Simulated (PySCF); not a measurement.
# Telling isomers of C$_{5}$H$_{9}$O$_{2}$P apart by NMR

Computational details: GIAO PBE0/pcSseg-1 shieldings, structure optimised with GFN2-xTB, in PySCF 2.14 (fast rotation and ring inversion assumed for equivalent nuclei, no solvent model, a single conformation, non-relativistic Hamiltonian).

Shifts are taken against calculated references (same method and geometry level): TMS for ¹H (σref 31.72), ¹³C (σref 186.93). Splittings of carbon signals by F and P are missing where no couplings were computed. Where no couplings were computed, multiplicities follow the n + 1 count of equivalent neighbours, and m marks all less simple cases (inequivalent or close neighbours, rings, F or P nearby). Shifts are as computed. Against solution values, carbons near 30 ppm lie about +3 ppm off and those near 130 ppm about +5 ppm. Of 1211 compounds with measured shifts, 218 miss one by over three times the rms of a fit or turn the order of signals round; such compounds aren't used in these exercises. OH and NH positions are gas-phase values without hydrogen bonding to other molecules.

(1) Tabulate the signals of `C=C[P@](=O)(O)C(=C)C`, `C#C[P@@](=O)(O)C(C)C` and their relative energies.

(2) What is the quickest way to tell C=C[P@](=O)(O)C(=C)C from C#C[P@@](=O)(O)C(C)C?

Answers

(1) 
```tsv
SMILES	carbon types	δC	δH	E rel. (kcal/mol)
C=C[P@](=O)(O)C(=C)C	1×C 1×CH 2×CH2 1×CH3	152.4, 141.3, 140.8, 130.7, 20.7	6.66 (m, 1H), 6.44 (m, 1H), 6.26 (m, 1H), 6.04 (m, 1H), 5.98 (m, 1H), 2.43 (br s, 1H), 2.08 (m, 3H)	0.0
C#C[P@@](=O)(O)C(C)C	1×C 2×CH 2×CH3	94.3, 83.9, 37.5, 17.4, 13.8	2.40 (br s, 1H), 2.22 (m, 1H), 1.80 (m, 1H), 1.30 (m, 3H), 1.28 (m, 3H)	13.9
```

Energies are electronic energies at PBE0/pcSseg-1 on these geometries, without zero-point or thermal terms, each for the one conformer computed, which needn't be the lowest.

(2) Both give the same number of carbon signals, but DEPT or the intensities differ. The first has a fully substituted alkene carbon (C) at 152.4 ppm, the second an alkyne carbon (C) at 83.9 ppm. Their most deshielded carbons lie at 152.4 and 94.3 ppm. In the proton spectra the most deshielded non-exchanging signals are 6.66 (m, 1H) and 2.22 (m, 1H).
